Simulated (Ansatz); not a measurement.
C3H9NSi can be A, `C=C[SiH2]NC`, or B, `CC([SiH3])C=N`.

Isolated molecules relaxed with PBE0-D4/def2-TZVP in Ansatz; ΔE leaves out vibrations. CCSD(T)/CBS adds triple-zeta CCSD(T) − MP2 to the extrapolated MP2 energy (def2 sets, frozen cores). DFT in def2-TZVPP. B3LYP here is the variant with VWN-RPA as its local correlation; programs differ in this. Each species was taken in one conformer, which may not be the lowest.

Question: Which is lower in electronic energy at CCSD(T)/CBS, and by how much? (Best estimate.)

Answer: The calculation gave: A, by 12.0 kcal/mol.

Question: Give E(B) − E(A) in kcal/mol with ωB97M-V, PBE-D4, B2PLYP, B3LYP, B3LYP-D4, HF/def2-TZVPP, CCSD/def2-TZVPP. (Estimate.)

Answer: The calculation gave: ωB97M-V 11.7, PBE-D4 9.1, B2PLYP 12.2, B3LYP 12.7, B3LYP-D4 12.2, HF/def2-TZVPP 14.6, CCSD/def2-TZVPP 11.5. None reverses the order clearly.

Largest T1 diagnostic: 0.012.

In def2-TZVPP, CCSD(T) changes the Hartree–Fock value by −3.8 kcal/mol (the triples alone add −0.8 kcal/mol) and MP2 by −3.5 kcal/mol. From PBE to PBE0 (25 % exact exchange), in def2-TZVPP and without D4, E(B) − E(A) moves by +1.3 kcal/mol.
